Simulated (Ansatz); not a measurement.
`[NH2][AlH][AlH][GeH3]` → 2 Al• + Ge• + 7 H• + N•  (atomization)

Gas-phase electronic energies from Ansatz, PBE0-D4/def2-TZVP geometries. CCSD(T)/CBS is the MP2 limit (def2-TZVPP, def2-QZVPP) plus CCSD(T) − MP2 in def2-TZVPP, frozen cores. This one scheme is used for every species, atoms too. For atomizations the MP2-based limit and the directly extrapolated one differ by several kJ/mol either way, and by 10 to 25 for some Ge, Se and Sn compounds, so smaller differences from it don't rank the levels. DFT in def2-TZVPP. No spin–orbit coupling; open shells (•) take unrestricted orbitals. Spin–orbit coupling would lower the free atoms: a little for Al; clearly for Ge. For Ge outer-core shells are correlated without core-valence functions, so the limit isn't a true one: a few kJ/mol of doubt a bond, and 10 to 20 or more in all where bonds break to atoms. Scalar relativity is left out up to krypton. One conformer a species, not always the lowest.

```tsv
level	ΔE (kJ/mol)	difference from CCSD(T)/CBS
revPBE-D4	2909.7	-94.4
BLYP-D4	2950.8	-53.3
B97M-V	3038.4	34.3
PBE0-D4	2944.8	-59.3
r2SCANh	2966.6	-37.5
CAM-B3LYP	2975.1	-29.0
MP2/def2-SVP	2754.2	-249.9
CCSD(T)/def2-SVP	2780.3	-223.8
SCS-MP2/def2-TZVPP	2931.9	-72.2
HF/def2-QZVPP	2148.7	-855.4
CCSD(T)/CBS	3004.1	0
```

Largest T1 diagnostic among the species: 0.018.

From PBE to PBE0 (25 % exact exchange), in def2-TZVPP and without D4, ΔE moves by −21.8 kJ/mol: exact exchange takes away binding that semilocal exchange gives to molecules. Leaving LDA and LC-ωPBE aside and taking each functional with its dispersion term where it has one, the values spread over 128.6 kJ/mol, from revPBE-D4 to B97M-V. LDA lies +387.1 kJ/mol from PBE without D4, its usual overbinding.
